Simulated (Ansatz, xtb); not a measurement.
## Relative energy of two structures of C4H10B2O2

We compare X, a singlet given by its coordinates, with Y, `BOB1CC[C@H](C)O1`, a singlet. Both are isolated molecules in the gas phase, relaxed with r2SCAN-D4/def2-SVP; the shapes shown needn't be the lowest conformers.

X (Å):

```xyz
18

C     1.5583    1.1309   -0.3204
C    -2.2032    0.7738   -0.1933
C    -2.4340   -0.0525    0.8893
C    -3.1990    1.0947   -1.2527
B    -1.4562   -1.3629   -0.1047
B     0.1509    0.4599   -0.2680
O    -0.1110   -0.8433   -0.1469
O    -0.9952    1.3105   -0.3818
H    -1.6651   -2.2263    0.7283
H    -1.9685   -1.5660   -1.1934
H     2.3616    0.3887   -0.4244
H     1.6251    1.8551   -1.1479
H     1.7394    1.7043    0.6051
H    -1.7787    0.0092    1.7615
H    -3.4452   -0.4291    1.0553
H    -2.7836    0.8721   -2.2468
H    -3.4026    2.1781   -1.2192
H    -4.1391    0.5491   -1.1066
```

Close contacts (Å): C1–B6 1.56, C2–C3 1.38, C2–C4 1.49, C2–O8 1.34, C3–B5 1.91, B5–O7 1.44, B6–O7 1.33, B6–O8 1.43, C1–H11 1.10, C1–H12 1.10, C1–H13 1.10, C3–H14 1.09, C3–H15 1.09, C4–H16 1.10, C4–H17 1.10, C4–H18 1.10, B5–H9 1.22, B5–H10 1.22.

Y (Å):

```csv
atom,x (Å),y (Å),z (Å)
C,-0.4365,0.9996,-0.2846
C,-1.4200,2.0092,-0.9000
C,-1.9056,1.3346,-2.1939
C,-3.2930,1.7261,-2.6489
B,-0.5623,-2.8663,-0.1032
B,-1.0314,-0.3401,-0.8771
O,-0.7922,-1.6076,-0.4821
O,-1.8673,-0.0867,-1.9268
H,-1.2922,-3.3758,0.7199
H,0.3761,-3.4632,-0.5862
H,0.5877,1.1429,-0.6792
H,-0.3618,1.0514,0.8121
H,-2.2856,2.1465,-0.2270
H,-0.9961,3.0080,-1.0950
H,-1.1806,1.5268,-3.0101
H,-3.3327,2.8045,-2.8687
H,-3.5780,1.1751,-3.5573
H,-4.0303,1.5023,-1.8615
```

Problem. Estimate E(Y) − E(X) at the level CCSD(T)/def2-SVP + ΔMP2/def2-TZVPP.

Solution. Calculated at CCSD(T)/def2-SVP + ΔMP2/def2-TZVPP: E(Y) − E(X) = −12.1 kcal/mol, so structure Y lies lower.

The same difference at several levels:

```
                             level            geometry  E(Y) − E(X) (kcal/mol)  departure from the last row (kcal/mol)  job, with rough time for the two
                r2SCAN-D4/def2-SVP  r2SCAN-D4/def2-SVP                     −10.4                                    +1.7             optimisation, 3.4 min
                       HF/def2-SVP  r2SCAN-D4/def2-SVP                     −23.4                                   −11.2           part of the CCSD(T) run
                      MP2/def2-SVP  r2SCAN-D4/def2-SVP                     −15.9                                    −3.7           part of the CCSD(T) run
                  CCSD(T)/def2-SVP  r2SCAN-D4/def2-SVP                     −16.0                                    −3.8                      single point
CCSD(T)/def2-SVP + ΔMP2/def2-TZVPP  r2SCAN-D4/def2-SVP                     −12.1                                                     single point, 2.7 min
```

None of the levels shown reverses the order. The largest departure from CCSD(T)/def2-SVP + ΔMP2/def2-TZVPP is that of HF/def2-SVP, 11.2 kcal/mol. Levels run at GFN2-xTB geometries aren't shown. The last row adds to CCSD(T) the change of the MP2 difference between the two basis sets, here +3.8 kcal/mol, a large step that makes the value less sure.

With thermal terms from frequencies at re-optimised GFN2-xTB minima (ideal gas, soft modes damped towards free rotors, one conformer each, 298.15 K, 1 atm): on the last row, ΔE + ΔZPE = −9.1, ΔH = −10.4, ΔG = −7.4 kcal/mol.

The correlated steps freeze 8 core orbitals. Mirror images aren't counted in ΔG. Codes used: Ansatz 0.2.0, xtb 6.7.1; the last row on 4 threads of Arm Neoverse V1 on a shared host.
